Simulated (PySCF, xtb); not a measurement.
CH8ClNSi2, SMILES C[SiH2]N[SiH2]Cl. Other conformers were not sampled.

Harmonic wavenumbers (cm⁻¹) from xtb with GFN2-xTB at its own minimum, in rising order: 31, 38, 105, 130, 191, 260, 293, 470, 489, 510, 584, 592, 657, 687, 733, 776, 781, 801, 827, 851, 987, 1204, 1372, 1483, 1487, 2200, 2222, 2253, 2288, 3035, 3041, 3047, 3494.

Q: What does PBE-D3(BJ)/def2-SVP run with PySCF 2.14.0 give at its own minimum? (Estimate from the structure and the level; the computed values follow.)

A: 41, 60, 150, 191, 221, 291, 369, 481, 502, 562, 642, 671, 701, 727, 788, 848, 859, 899, 913, 922, 967, 1151, 1223, 1382, 1391, 2138, 2146, 2191, 2203, 2979, 3080, 3083, 3500. Paired by order, the mean absolute difference is 57 cm⁻¹ and the zero-point energies are 54.2 and 54.7 kcal/mol.
